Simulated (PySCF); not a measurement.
Electric field gradients and quadrupole coupling constants

Species: C2H11FN2Si2.
Z-matrix (Å and degrees, GFN2-xTB geometry), rows numbered from 1:
```
N 
C   1  1.4497
C   2  1.5390  1  113.93
N   3  1.4413  2  110.40  1    58.74
Si  4  1.7162  3  124.39  2  -138.81
Si  5  2.2914  4  105.00  3   168.77
F   6  1.6156  5  105.75  4   171.38
H   1  1.0154  2  109.82  3    62.46
H   1  1.0162  2  109.05  3   -54.64
H   2  1.0928  1  108.43  3  -122.18
H   2  1.0947  1  107.46  3   120.98
H   3  1.0919  2  109.62  1   -59.61
H   3  1.0986  2  109.59  1  -177.88
H   4  1.0087  3  111.45  2    63.22
H   5  1.4741  4  104.61  3    48.21
H   5  1.4802  4  113.60  3   -65.36
H   6  1.4619  5  118.01  4   -74.94
H   6  1.4632  5  118.26  4    57.35
```

Field gradients from the PBE0/pcSseg-1 density (PySCF, non-relativistic), principal values in atomic units, ordered |Vxx| ≤ |Vyy| ≤ |Vzz|:

| atom | Vxx | Vyy | Vzz |
| --- | --- | --- | --- |
| N1 | 0.4818 | 0.6511 | -1.1328 |
| N4 | 0.3454 | 0.6970 | -1.0424 |

**Question.** Find the asymmetry η = (Vxx − Vyy)/Vzz and the couplings χ = eQV/h (234.96 MHz × Q in barn × V in au), with Q(14N) = 0.02044 b.

**Answer.** 
| atom | environment | nucleus | η | χzz (MHz) | χxx (MHz) | χyy (MHz) |
| --- | --- | --- | --- | --- | --- | --- |
| N1 | primary amine nitrogen | 14N | 0.15 | -5.44 | 2.31 | 3.13 |
| N4 | silicon-bound nitrogen | 14N | 0.34 | -5.01 | 1.66 | 3.35 |

**Question.** What is Vzz at N1 in SI units (1 au = 9.71736 × 10²¹ V/m²)?

**Answer.** -1.1328 au = -11.008 × 10²¹ V/m².

**Question.** And the gradient at the other heavy atoms, for which no coupling is worked out here?

**Answer.** 
```csv
atom,environment,Vzz (au),η
C2,sp3 carbon bound to nitrogen,0.168,0.47
C3,sp3 carbon bound to nitrogen,0.236,0.08
Si5,SiH2 silicon,0.277,0.04
Si6,fluorine-bound silicon,0.848,0.14
F7,silicon-bound fluorine,1.347,0.02
```

**Question.** What couplings would deuterons (Q(2H) = 0.00286 b) have in place of the hydrogens, at this geometry?

**Answer.** 
```
atom  bonded to  bond length (Å)  Vzz (au)     η  χzz (kHz)
  H8         N1            1.015    0.3977  0.17        267
  H9         N1            1.016    0.3917  0.18        263
 H10         C2            1.093    0.3001  0.03        202
 H11         C2            1.095    0.2969  0.02        200
 H12         C3            1.092    0.2985  0.07        201
 H13         C3            1.099    0.2894  0.04        194
 H14         N4            1.009    0.4206  0.19        283
 H15        Si5            1.474    0.1546  0.05        104
 H16        Si5            1.480    0.1488  0.03        100
 H17        Si6            1.462    0.1608  0.03        108
 H18        Si6            1.463    0.1600  0.03        108
```

Isolated species at its GFN2-xTB geometry (one conformer only). GFN2-xTB bond lengths can be off by several hundredths of an ångström, more for odd bonds, and the gradients follow them. The small basis limits the accuracy of the gradients.

The run behind these numbers computed NMR shieldings as well. Time: 51 s of wall time; peak memory 0.85 GiB. Hardware: an Arm Neoverse N1 with one thread, on a shared host.
